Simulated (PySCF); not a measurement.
Delta-SCF ions had no search for a lower state. 

Z-matrix (Å, degrees):
```
C
C 1 1.3316
H 2 1.0850 1 121.82
H 2 1.0850 3 115.95 1 180.00
H 1 1.0881 2 117.95 3 179.98
Si 1 1.8629 5 118.39 2 -179.99
H 6 1.4820 1 109.12 5 -179.99
H 6 1.4836 7 109.35 3 -121.24
H 6 1.4837 7 109.35 8 -117.54
```
Charge 0, spin multiplicity 1.

Problem. What vertical ionisation energy (Delta-SCF), total energy and HOMO does PBE-D3(BJ)/def2-TZVP // B3LYP-D3(BJ)/def2-TZVP (PySCF) give?

Solution. 
```json
{
 "vertical ionisation energy (Delta-SCF)": "10.05 eV",
 "total_energy": "-10042.43 eV",
 "HOMO": "-6.88 eV"
}
```
